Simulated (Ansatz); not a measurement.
Ansatz (a program for electronic structure) input (wB97X-V/def2-TZVP):

Ansatz 0.2 input:
```yaml
crystal:
  periodic: [false, false, false]
  atoms:
    - {symbol: Ca, position_ang: [0.10792180, 0.18638018, 0.19141082]}
    - {symbol: F, position_ang: [-0.36809018, 1.21905622, -1.46141425]}
    - {symbol: F, position_ang: [0.12826395, -1.63323440, 1.03605687]}
basis:
  gaussian:
    orbitals: def2-TZVP
hamiltonian:
  xc: {name: wB97X-V}
relax: {f_tol: 0.003, max_steps: 100}
```

Output:

```
Functional definition: wB97X-V
integrals: 0.04 GiB planned
686 factors; their error is unknown
integrals: 0.08 GiB planned
194 factors; integrals over basis functions are off by at most 5.9e-6 eV
mean field: 0.36 GiB planned
mean field evaluation 1: about -23867.6434 eV, gradient 6.3e1 eV
mean field evaluation 2: about -23862.3256 eV, gradient 9.4e1 eV
mean field evaluation 4: about -23874.0428 eV, gradient 1.1e0 eV
mean field evaluation 8: about -23874.0774 eV, gradient 1.5e-2 eV
mean field -23874.07743333 eV, -877.3561632440 hartree, gradient 2.5e-5 eV, S^2 0.000000; 0 other end points of the search recorded, 0 dependent functions left out
the calculation of the forces begins
reference -23874.07742968 eV, -877.3561631097 hartree; 19, 19 occupied and 79, 79 virtual orbitals, 686 factors
relax step   1: F+E_penalty+E_count = -23874.07743333 eV  Δ(F+E_penalty+E_count) = +0.000e0 eV  max|allowed force component| = 3.195e-2 eV/Å  Δτ_max = 0.0000 Å  (27 SCF iters, accepted)
these checks for a lower state are left out or cut short: starts, cluster_reference, orbital_swaps, neighbouring_geometries, increment
integrals: 0.04 GiB planned
686 factors; their error is unknown
integrals: 0.08 GiB planned
194 factors; integrals over basis functions are off by at most 5.9e-6 eV
mean field: 0.36 GiB planned
mean field evaluation 16: about -23874.0452 eV, gradient 3.5e-1 eV
mean field -23874.07812785 eV, -877.3561887671 hartree, gradient 1.6e-5 eV, S^2 0.000000; 0 other end points of the search recorded, 0 dependent functions left out
the calculation of the forces begins
reference -23874.07812419 eV, -877.3561886328 hartree; 19, 19 occupied and 79, 79 virtual orbitals, 686 factors
relax step   2: F+E_penalty+E_count = -23874.07812785 eV  Δ(F+E_penalty+E_count) = -6.945e-4 eV  max|allowed force component| = 2.180e-2 eV/Å  Δτ_max = 0.0100 Å  (31 SCF iters, accepted)
these checks for a lower state are left out or cut short: starts, cluster_reference, orbital_swaps, neighbouring_geometries, increment
integrals: 0.04 GiB planned
686 factors; their error is unknown
integrals: 0.08 GiB planned
194 factors; integrals over basis functions are off by at most 5.9e-6 eV
mean field: 0.36 GiB planned
mean field -23874.07983922 eV, -877.3562516587 hartree, gradient 1.0e-5 eV, S^2 0.000000; 0 other end points of the search recorded, 0 dependent functions left out
the calculation of the forces begins
reference -23874.07983556 eV, -877.3562515242 hartree; 19, 19 occupied and 79, 79 virtual orbitals, 686 factors
relax step   3: F+E_penalty+E_count = -23874.07983922 eV  Δ(F+E_penalty+E_count) = -1.711e-3 eV  max|allowed force component| = 3.631e-2 eV/Å  Δτ_max = 0.0503 Å  (31 SCF iters, accepted)
these checks for a lower state are left out or cut short: starts, cluster_reference, orbital_swaps, neighbouring_geometries, increment
integrals: 0.04 GiB planned
686 factors; their error is unknown
integrals: 0.08 GiB planned
194 factors; integrals over basis functions are off by at most 5.9e-6 eV
mean field: 0.36 GiB planned
mean field evaluation 32: about -23874.0467 eV, gradient 5.0e-1 eV
mean field -23874.07988929 eV, -877.3562534988 hartree, gradient 1.7e-5 eV, S^2 0.000000; 0 other end points of the search recorded, 0 dependent functions left out
the calculation of the forces begins
reference -23874.07988563 eV, -877.3562533644 hartree; 19, 19 occupied and 79, 79 virtual orbitals, 686 factors
relax step   4: F+E_penalty+E_count = -23874.07988929 eV  Δ(F+E_penalty+E_count) = -5.007e-5 eV  max|allowed force component| = 3.550e-2 eV/Å  Δτ_max = 0.0152 Å  (30 SCF iters, accepted)
these checks for a lower state are left out or cut short: starts, cluster_reference, orbital_swaps, neighbouring_geometries, increment
integrals: 0.04 GiB planned
686 factors; their error is unknown
integrals: 0.08 GiB planned
194 factors; integrals over basis functions are off by at most 5.9e-6 eV
mean field: 0.36 GiB planned
mean field -23874.07998502 eV, -877.3562570170 hartree, gradient 2.6e-5 eV, S^2 0.000000; 0 other end points of the search recorded, 0 dependent functions left out
the calculation of the forces begins
reference -23874.07998137 eV, -877.3562568826 hartree; 19, 19 occupied and 79, 79 virtual orbitals, 686 factors
relax step   5: F+E_penalty+E_count = -23874.07998502 eV  Δ(F+E_penalty+E_count) = -9.574e-5 eV  max|allowed force component| = 3.588e-4 eV/Å  Δτ_max = 0.0031 Å  (25 SCF iters, accepted)
integrals: 0.04 GiB planned
686 factors; their error is unknown
integrals: 0.08 GiB planned
194 factors; integrals over basis functions are off by at most 5.9e-6 eV
mean field: 0.36 GiB planned
mean field evaluation 64: about -23874.0800 eV, gradient 2.6e-5 eV
mean field -23874.07998502 eV, -877.3562570170 hartree, gradient 2.6e-5 eV, S^2 0.000000; 1 other end points of the search recorded, 0 dependent functions left out
the calculation of the forces begins
reference -23874.07998137 eV, -877.3562568826 hartree; 19, 19 occupied and 79, 79 virtual orbitals, 686 factors
Total energy: -23874.07998137 eV, -877.3562568826 hartree
Atom 0 at     0.080745     0.139446     0.143210 Å, force     0.000141     0.000243     0.000249 eV/Å
Atom 1 at    -0.359097     1.268929    -1.460435 Å, force    -0.000112     0.000116    -0.000333 eV/Å
Atom 2 at     0.146447    -1.636174     1.083279 Å, force    -0.000029    -0.000359     0.000083 eV/Å
Dipole moment:     0.279624     0.482909     0.495943 e Å
```
